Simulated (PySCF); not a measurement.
Shifts of the heteroatoms

Atoms are numbered as in `[CH3:1][O:2][C@@H:3]1[C@H:4]([Cl:5])[C@@H:6]1[O:7][SiH2:8][OH:9]`; H(Xn) means a hydrogen on atom n. Ha(Si8) is pro-R; Hb(Si8) is pro-S.

[PySCF 2.14: GFN2-xTB structure; GIAO PBE0/pcSseg-1 shieldings; single conformer; gas phase; relativity neglected; fast rotation and ring inversion assumed for equivalent nuclei]

Problem. What are the $^{29}$Si shifts?

Solution. 
```json
{"atoms": "Si8", "environment": "silicon bonded to 2 O, 2 H", "σ (ppm)": "378.0", "δ (ppm)": "-30.7"}
```

Shieldings were converted by a linear fit to measured shifts: $^{29}$Si: δ = 279.94 − 0.822σ (rms 8.9 ppm, 72 shifts, 25.8 ppm with the 6 outliers that the fit left out vs TMS, solution or neat liquid). Occasional misses reach two or three times the rms, and more in compound classes unlike the fitted ones.

On a 400 MHz spectrometer $^{29}$Si resonates near 79.5 MHz, so 1 ppm is 79.5 Hz.

Problem. Predict the $^{17}$O NMR data.

Solution. 
```json
{"atoms": "O9", "environment": "oxygen bonded to Si, H", "σ (ppm)": "287.2", "δ (ppm)": "5.1"}
{"atoms": "O7", "environment": "oxygen bonded to C, Si", "σ (ppm)": "289.7", "δ (ppm)": "2.8"}
{"atoms": "O2", "environment": "ether oxygen", "σ (ppm)": "317.5", "δ (ppm)": "-22.5"}
```

Shieldings were converted by a linear fit to measured shifts: $^{17}$O (scatter 10.7 ppm rms, 12.2 ppm with the 3 outliers that the fit left out vs liquid water, solution or neat liquid). Occasional misses reach two or three times the rms, and more in compound classes unlike the fitted ones.

On a 300 MHz spectrometer $^{17}$O resonates near 40.7 MHz, so 1 ppm is 40.7 Hz.
